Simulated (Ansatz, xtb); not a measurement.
# Two isomers of C6H5BF2

We compare I, `FBc1cccc(F)c1`, a singlet, with II, `C=C1C=C/C1=C/B(F)F`, a singlet. Both are isolated molecules in the gas phase, relaxed with r2SCAN-D4/def2-SVP; the shapes shown needn't be the lowest conformers.

I (Å):

```yaml
atoms:
  - { symbol: C, position_ang: [-2.1544, 0.4966, -1.3136] }
  - { symbol: C, position_ang: [-1.4314, 1.7017, -1.4400] }
  - { symbol: C, position_ang: [-0.1083, 1.7877, -1.0049] }
  - { symbol: C, position_ang: [0.5192, 0.6740, -0.4354] }
  - { symbol: C, position_ang: [-0.1987, -0.5152, -0.3123] }
  - { symbol: C, position_ang: [-1.5179, -0.6215, -0.7396] }
  - { symbol: B, position_ang: [-3.6250, 0.3813, -1.7910] }
  - { symbol: F, position_ang: [-4.2187, 1.4411, -2.3327] }
  - { symbol: F, position_ang: [0.4033, -1.5804, 0.2329] }
  - { symbol: H, position_ang: [-4.2733, -0.6375, -1.6960] }
  - { symbol: H, position_ang: [-1.9202, 2.5734, -1.8849] }
  - { symbol: H, position_ang: [0.4477, 2.7244, -1.1052] }
  - { symbol: H, position_ang: [1.5542, 0.7105, -0.0853] }
  - { symbol: H, position_ang: [-2.0421, -1.5747, -0.6229] }
```

II (Å):

```xyz
14

C    -1.0197    2.3802   -0.2105
C    -1.5203    1.5967   -1.1737
C    -2.2930    1.8187   -2.4159
C    -2.3364    0.4833   -2.7163
C    -1.5708    0.1176   -1.5097
C    -1.1366   -1.0534   -0.9880
B    -0.3366   -1.2257    0.3109
F     0.0331   -0.2099    1.0889
F     0.0304   -2.4347    0.7236
H    -0.4676    1.9641    0.6328
H    -1.1604    3.4641   -0.2586
H    -2.6796    2.7184   -2.9024
H    -2.7678   -0.1025   -3.5312
H    -1.3878   -1.9576   -1.5570
```

Problem. Estimate which is lower in electronic energy at CCSD(T)/def2-SVP + ΔMP2/def2-TZVPP, and by roughly how much.

Solution. The CCSD(T)/def2-SVP + ΔMP2/def2-TZVPP calculation puts structure I lower, by 0.320 eV.

Level by level:

```csv
level,geometry,E(II) − E(I) (eV),departure from the last row (eV),"job, with rough time for the two"
GFN2-xTB,GFN2-xTB,+1.213,+0.893,"optimisation, 0.13 s"
HF/STO-3G,GFN2-xTB,+1.523,+1.203,"single point, 0.38 s"
r2SCAN-D4/def2-SVP//GFN2-xTB,GFN2-xTB,+0.539,+0.219,"single point, 3.6 s"
r2SCAN-D4/def2-SVP,r2SCAN-D4/def2-SVP,+0.527,+0.207,"optimisation, 34 s"
HF/def2-SVP,r2SCAN-D4/def2-SVP,+0.442,+0.122,part of the CCSD(T) run
MP2/def2-SVP,r2SCAN-D4/def2-SVP,+0.480,+0.160,part of the CCSD(T) run
CCSD(T)/def2-SVP,r2SCAN-D4/def2-SVP,+0.298,−0.022,single point
CCSD(T)/def2-SVP + ΔMP2/def2-TZVPP,r2SCAN-D4/def2-SVP,+0.320,,"single point, 1.9 min"
```

As drawn, II has 3 C=C, 3 C–C, 1 B–F, 1 C–H in place of 6 C∷C, 1 C–F, 1 B–H (∷ is an aromatic bond). Structure I has a 6-membered ring (with an aromatic ring), II a 4-membered ring.

The levels shown agree on the order. The largest departure from CCSD(T)/def2-SVP + ΔMP2/def2-TZVPP is that of HF/STO-3G, 1.203 eV. The last row adds to CCSD(T) the change of the MP2 difference between the two basis sets, here +0.022 eV.

With thermal terms from frequencies at re-optimised GFN2-xTB minima (ideal gas, soft modes damped towards free rotors, one conformer each, 298.15 K, 1 atm): the zero-point term adds −0.024 eV; ΔH is +0.319 and ΔG +0.263 eV.

The correlated steps freeze 9 core orbitals. Programs: Ansatz 0.2.0, xtb 6.7.1; the last row on 4 threads of Arm Neoverse V2 on a shared host.
